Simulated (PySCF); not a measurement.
## Predicted spectroscopic data

PySCF calculation with σ from GIAO-PBE0/pcSseg-1 and geometry from GFN2-xTB; rapidly exchanging positions averaged, gas phase, one computed conformer, non-relativistic Hamiltonian.

δ = σ(ref) − σ, references computed at the same level: ¹H (31.72 ppm), ¹³C (186.93 ppm) against TMS. Where no couplings were computed, multiplicities follow the n + 1 count of equivalent neighbours, and m marks all less simple cases (inequivalent or close neighbours, rings, F or P nearby). Shifts are as computed. Against solution values, carbons near 30 ppm lie about +3 ppm off and those near 130 ppm about +5 ppm; carbons on Cl a further +6 ppm. Of 1309 compounds with measured shifts, 239 miss one by over three times the rms of a fit or turn the order of signals round; such compounds aren't used in these exercises. Carbons bonded to Cl come out too deshielded.

**1.** SMILES C=C[C@@H]1C=CCC[Si@@H]1Cl, C7H11ClSi. ¹H NMR (500 MHz, computed): δ 6.37 (m, 1H), 6.28 (m, 1H), 6.10 (m, 1H), 5.35 (m, 1H), 5.32 (m, 1H), 5.18 (m, 1H), 2.48 (m, 1H), 2.41 (m, 1H), 1.87 (m, 1H), 1.24 (m, 1H), 0.80 (m, 1H). ¹³C{¹H} NMR (computed): δ 147.0 (CH), 139.5 (CH), 138.7 (CH), 119.7 (CH2), 37.9 (CH), 24.7 (CH2), 16.9 (CH2).

**2.** SMILES [C@H]1(C2(Cl)CC2)C(=C)[SiH2]C1, C7H11ClSi. ¹H NMR (500 MHz, computed): δ 5.99 (br s, 1H), 5.81 (br s, 1H), 4.92 (m, 1H), 4.88 (m, 1H), 3.49 (m, 1H), 1.81 (m, 1H), 1.67 (m, 1H), 1.02 (m, 1H), 1.01 (m, 1H), 0.89 (m, 1H), 0.80 (m, 1H). ¹³C{¹H} NMR (computed): δ 158.0 (C), 138.8 (CH2), 54.2 (CH), 52.8 (C), 15.8 (CH2), 13.1 (CH2), 12.8 (CH2).

**3.** `C=CC/C=N\[SiH2]N(C)[SiH3]`, C5H14N2Si2. ¹H NMR (500 MHz, computed): δ 8.64 (t, 1H), 5.75 (m, 1H), 5.51 (m, 1H), 5.47 (m, 1H), 5.46 (s, 2H), 4.52 (s, 3H), 3.13 (m, 2H), 2.80 (s, 3H). ¹³C{¹H} NMR (computed): δ 181.5, 140.0, 125.4, 51.6, 33.7.
